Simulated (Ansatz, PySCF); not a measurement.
Dimer: PH3 (SMILES P) (first 4 atoms) with AsH3 (SMILES [AsH3]); geometry from B3LYP-D3(BJ)/def2-TZVP, rigid monomers moved along the line of their centres of mass till P1···As5 is 3.28 Å.
(charge 0, multiplicity 1):
```xyz
8

P     -0.5518     0.1766     0.2743
H      0.7162    -0.4564     0.2556
H     -1.2642    -1.0484     0.2453
H     -0.5941     0.3428    -1.1351
As    -0.4591    -0.2076     3.5275
H     -1.8228     0.4699     3.5654
H      0.2745     1.1260     3.5860
H     -0.4240    -0.3680     5.0457
```

Counterpoise-corrected where a basis set is named; no monomer relaxation. Rows marked so take none.

Frozen-core correlation. Filled d and f shells under p-block atoms count as core. CBS(a, b) extrapolates the correlation energy as X⁻³ and adds the Hartree–Fock energy of set b. Rows in 6-31G*, STO-3G carry no dispersion term and start afresh at each structure (6-31G* with six Cartesian d functions); the Pople sets are all-electron and without relativity.

The values were computed with Ansatz (a first-principles code); PySCF for 6-31G* rows, STO-3G rows, the dispersion terms. Each number belongs to the level named beside it.

```json
[
 {"level": "HF/STO-3G (no counterpoise)", "interaction energy (meV)": "72.0"},
 {"level": "r2SCAN/def2-TZVPPD", "interaction energy (meV)": "-7.5"},
 {"level": "r2SCAN-D3(BJ)/def2-TZVPPD", "interaction energy (meV)": "-27.9"},
 {"level": "B3LYP/6-31G*", "interaction energy (meV)": "64.2"},
 {"level": "B3LYP/6-31G* (no counterpoise)", "interaction energy (meV)": "53.8"},
 {"level": "MP2/CBS(def2-SVPD, def2-TZVPPD)", "interaction energy (meV)": "-21.1"},
 {"level": "SCS-MP2/def2-TZVPPD", "interaction energy (meV)": "26.0"},
 {"level": "CCSD/def2-TZVPPD", "interaction energy (meV)": "(withheld)"},
 {"level": "CCSD(T)/CBS(def2-SVPD, def2-TZVPPD)", "interaction energy (meV)": "(withheld)"}
]
```

### Question
What belongs in the gaps?

### Answer

- CCSD/def2-TZVPPD, interaction energy (meV): 34.9
- CCSD(T)/CBS(def2-SVPD, def2-TZVPPD), interaction energy (meV): 2.5
